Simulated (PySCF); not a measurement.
Sb(H)2(SiH3) (H₅SbSi), SMILES [SiH3][SbH2].

Geometry: B3LYP-D3(BJ)/def2-TZVP. The def2 effective core potentials stand for the cores of Sb; spin–orbit coupling is left out.

Calculation: PySCF with CAM-B3LYP/def2-TZVPD.

Isolated molecule, no solvent.

```
Quantity                                                                                                        Value
---------------------------------------------------------------------------------------------  ----------------------
total energy                                                                                       -532.73513 hartree
point group                                                                                                        Cs
highest occupied level                                                                                       -8.41 eV
lowest empty level                                                                                            0.18 eV
orbital gap                                                                                                   8.60 eV
dipole moment                                                                                                  0.22 D
quadrupole, principal values (traceless, Buckingham form, about the centre of nuclear charge)  -1.31, -0.01, 1.32 D·Å
mean static polarisability                                                                      78.9 bohr³ (11.69 Å³)
polarisability, principal values                                                               68.4, 69.0, 99.3 bohr³
```
